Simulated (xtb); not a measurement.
C2H4F2OSi, SMILES O=C[Si@@H](F)CF. All values are semi-empirical tight-binding results from xtb (GFN2-xTB unless named), good for trends rather than for accurate numbers. Coordinates come from a GFN2-xTB optimisation. The structure was generated by enumeration; whether it is a known compound was not checked. Other conformers were not sampled.

Optimised geometry:

Bonded distances (Å): O1–C2 1.204, C2–Si3 1.921, C2–H7 1.111, Si3–F4 1.614, Si3–C5 1.913, Si3–H8 1.450, C5–F6 1.381, C5–H9 1.093, C5–H10 1.095. Bond angles (°): O1–C2–Si3 124.7, O1–C2–H7 119.2, Si3–C2–H7 116.2, C2–Si3–F4 103.7, C2–Si3–C5 108.7, C2–Si3–H8 114.1, F4–Si3–C5 109.3, F4–Si3–H8 106.6, C5–Si3–H8 113.9, Si3–C5–F6 110.7, Si3–C5–H9 112.2, Si3–C5–H10 112.6, F6–C5–H9 106.3, F6–C5–H10 106.2, H9–C5–H10 108.5.
Charge 0, spin multiplicity 1.

Computed properties:
```
Quantity                                               Value
---------------------------------------------  -------------
orbital gap                                          2.42 eV
dipole moment                                         1.09 D
zero-point energy                              35.9 kcal/mol
G − E(el) at 298.15 K (modified RRHO)          14.9 kcal/mol
static polarisability (D4 model)                  59.7 bohr³
solvation energy, GFN2-xTB/ALPB(water)         -2.2 kcal/mol
solvation energy, GFN2-xTB/ALPB(acetonitrile)  -4.3 kcal/mol
```

Computed atomic charges and the Wiberg bond orders between heavy atoms:
charges (e) O1 -0.31, C2 0.10, Si3 0.55, F4 -0.25, C5 0.01, F6 -0.26, H7 0.03, H8 -0.01, H9 0.06, H10 0.07. Bond orders O1–C2 1.99, C2–Si3 0.81, Si3–F4 1.12, Si3–C5 0.87, C5–F6 0.95.
